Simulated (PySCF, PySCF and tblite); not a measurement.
A run on one conformer of C₇H₁₀O₂, numbered as in [CH:1]#[C:2][C@@H:3]([CH3:4])[C@H:5]1[O:6][C@@H:7]1[CH2:8][OH:9], from an ensemble study. The sound level was PBE0/pcSseg-1 on GFN2-xTB geometries.

Input:

```
{"job": {"xc": "PBE0", "basis": "pcSseg-1", "solvent": "water", "scf": {"diis": false, "max_cycle": 80}, "kind": "nmr", "pop": false}, "charge": 0, "multiplicity": 1}
C     -2.804759     2.073236    -0.328818
C     -2.074514     1.220034     0.082920
C     -1.181036     0.174479     0.553921
C     -1.757505    -1.207137     0.227211
C      0.181284     0.337750    -0.096813
O      1.123290     1.172864     0.525836
C      1.390235    -0.204715     0.528968
C      2.576613    -0.652278    -0.309308
O      2.733408     0.139250    -1.453292
H     -3.448223     2.825373    -0.676015
H     -1.063629     0.282254     1.639016
H     -1.099660    -1.988954     0.600324
H     -1.863928    -1.324093    -0.848963
H     -2.736866    -1.320217     0.685457
H      0.163398     0.406948    -1.182555
H      1.306307    -0.688999     1.498851
H      3.483586    -0.618696     0.314959
H      2.424781    -1.680445    -0.649450
H      2.637415     1.062596    -1.178247
```

Command: OMP_NUM_THREADS=1 python ens_run.py task.json out

Output:

```
final grid: 154592 points
cycle   1  E = -422.4494931922  dE =  1.425e+00  |g| = 8.112e-01  |ddm| = 4.012e+00
cycle   2  E = -422.3451420991  dE =  1.044e-01  |g| = 1.127e+00  |ddm| = 1.555e+00
cycle   3  E = -422.0898822279  dE =  2.553e-01  |g| = 1.720e+00  |ddm| = 1.928e+00
cycle   4  E = -421.2222887267  dE =  8.676e-01  |g| = 2.629e+00  |ddm| = 3.885e+00
cycle   5  E = -419.8427823634  dE =  1.380e+00  |g| = 4.062e+00  |ddm| = 4.718e+00
cycle   6  E = -411.1339631980  dE =  8.709e+00  |g| = 6.197e+00  |ddm| = 2.073e+01
cycle   7  E = -391.3186114703  dE =  1.982e+01  |g| = 1.089e+01  |ddm| = 2.065e+01
cycle   8  E = -301.8451048455  dE =  8.947e+01  |g| = 1.983e+01  |ddm| = 3.500e+01
cycle   9  E = -214.9120543377  dE =  8.693e+01  |g| = 2.391e+01  |ddm| = 3.940e+01
cycle  10  E = -158.5255954978  dE =  5.639e+01  |g| = 2.482e+01  |ddm| = 3.989e+01
cycle  11  E = -127.4109660350  dE =  3.111e+01  |g| = 2.382e+01  |ddm| = 4.326e+01
...
cycle  43  E = -75.6778296275  dE = -1.982e+01  |g| = 2.492e+01  |ddm| = 4.079e+01
cycle  44  E = -55.8590891692  dE =  1.982e+01  |g| = 2.483e+01  |ddm| = 4.079e+01
cycle  45  E = -75.6778296275  dE = -1.982e+01  |g| = 2.492e+01  |ddm| = 4.079e+01
cycle  46  E = -55.8590891692  dE =  1.982e+01  |g| = 2.483e+01  |ddm| = 4.079e+01
cycle  47  E = -75.6778296275  dE = -1.982e+01  |g| = 2.492e+01  |ddm| = 4.079e+01
cycle  48  E = -55.8590891692  dE =  1.982e+01  |g| = 2.483e+01  |ddm| = 4.079e+01
cycle  49  E = -75.6778296275  dE = -1.982e+01  |g| = 2.492e+01  |ddm| = 4.079e+01
cycle  50  E = -55.8590891692  dE =  1.982e+01  |g| = 2.483e+01  |ddm| = 4.079e+01
cycle  51  E = -75.6778296275  dE = -1.982e+01  |g| = 2.492e+01  |ddm| = 4.079e+01
cycle  52  E = -55.8590891692  dE =  1.982e+01  |g| = 2.483e+01  |ddm| = 4.079e+01
cycle  53  E = -75.6778296275  dE = -1.982e+01  |g| = 2.492e+01  |ddm| = 4.079e+01
cycle  54  E = -55.8590891692  dE =  1.982e+01  |g| = 2.483e+01  |ddm| = 4.079e+01
cycle  55  E = -75.6778296275  dE = -1.982e+01  |g| = 2.492e+01  |ddm| = 4.079e+01
cycle  56  E = -55.8590891692  dE =  1.982e+01  |g| = 2.483e+01  |ddm| = 4.079e+01
cycle  57  E = -75.6778296275  dE = -1.982e+01  |g| = 2.492e+01  |ddm| = 4.079e+01
cycle  58  E = -55.8590891692  dE =  1.982e+01  |g| = 2.483e+01  |ddm| = 4.079e+01
cycle  59  E = -75.6778296275  dE = -1.982e+01  |g| = 2.492e+01  |ddm| = 4.079e+01
cycle  60  E = -55.8590891692  dE =  1.982e+01  |g| = 2.483e+01  |ddm| = 4.079e+01
cycle  61  E = -75.6778296275  dE = -1.982e+01  |g| = 2.492e+01  |ddm| = 4.079e+01
cycle  62  E = -55.8590891692  dE =  1.982e+01  |g| = 2.483e+01  |ddm| = 4.079e+01
cycle  63  E = -75.6778296275  dE = -1.982e+01  |g| = 2.492e+01  |ddm| = 4.079e+01
cycle  64  E = -55.8590891692  dE =  1.982e+01  |g| = 2.483e+01  |ddm| = 4.079e+01
cycle  65  E = -75.6778296275  dE = -1.982e+01  |g| = 2.492e+01  |ddm| = 4.079e+01
cycle  66  E = -55.8590891692  dE =  1.982e+01  |g| = 2.483e+01  |ddm| = 4.079e+01
cycle  67  E = -75.6778296275  dE = -1.982e+01  |g| = 2.492e+01  |ddm| = 4.079e+01
cycle  68  E = -55.8590891692  dE =  1.982e+01  |g| = 2.483e+01  |ddm| = 4.079e+01
cycle  69  E = -75.6778296275  dE = -1.982e+01  |g| = 2.492e+01  |ddm| = 4.079e+01
cycle  70  E = -55.8590891692  dE =  1.982e+01  |g| = 2.483e+01  |ddm| = 4.079e+01
cycle  71  E = -75.6778296275  dE = -1.982e+01  |g| = 2.492e+01  |ddm| = 4.079e+01
cycle  72  E = -55.8590891692  dE =  1.982e+01  |g| = 2.483e+01  |ddm| = 4.079e+01
cycle  73  E = -75.6778296275  dE = -1.982e+01  |g| = 2.492e+01  |ddm| = 4.079e+01
cycle  74  E = -55.8590891692  dE =  1.982e+01  |g| = 2.483e+01  |ddm| = 4.079e+01
cycle  75  E = -75.6778296275  dE = -1.982e+01  |g| = 2.492e+01  |ddm| = 4.079e+01
cycle  76  E = -55.8590891692  dE =  1.982e+01  |g| = 2.483e+01  |ddm| = 4.079e+01
cycle  77  E = -75.6778296275  dE = -1.982e+01  |g| = 2.492e+01  |ddm| = 4.079e+01
cycle  78  E = -55.8590891692  dE =  1.982e+01  |g| = 2.483e+01  |ddm| = 4.079e+01
cycle  79  E = -75.6778296275  dE = -1.982e+01  |g| = 2.492e+01  |ddm| = 4.079e+01
cycle  80  E = -55.8590891692  dE =  1.982e+01  |g| = 2.483e+01  |ddm| = 4.079e+01
SCF not converged, last energy = -55.8590891692
```

What is wrong with this calculation?

The setting at fault: no DIIS. (The solvent model also differs from the sound level's.) The calculation stopped without meeting its thresholds.
